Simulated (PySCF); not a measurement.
## Arsenic: a sound run and one with changed settings

Sound run: As [Ar] 3d10 4s2 4p3, As⁺ [Ar] 3d10 4s2 4p2. All numbers are calculated (PySCF 2.14, no relativity, point nucleus, in def2-SVP (5s4p3d, 32 functions)). The sound run starts from symmetry-adapted Hartree-Fock orbitals and uses a fine grid where one is needed.

Changed run: radial step 1.2 in ln r (0.13 in the sound run). This setting is unsound on purpose.

```tsv
species	method	sound run (hartree)	changed run (hartree)	converged
As	UHF	-2233.91692	-2233.91692	yes
As	MN15	-2235.83344	-2236.62183	yes
As	M06-2X	-2235.55801	-2229.83480	yes
As⁺	UHF	-2233.56916	-2233.56916	yes
As⁺	MN15	-2235.46835	-2236.20435	yes
As⁺	M06-2X	-2235.19651	-2229.41649	yes
```

Ionisation energy of As:

| method | sound run (eV) | changed run (eV) |
| --- | --- | --- |
| UHF | 9.463 | 9.463 |
| MN15 | 9.935 | 11.360 |
| M06-2X | 9.837 | 11.383 |

A coarse radial grid mis-integrates the density and the exchange-correlation energy, with errors of either sign; Hartree-Fock needs no grid.

For comparison, NIST gives 9.789 eV between the lowest levels.
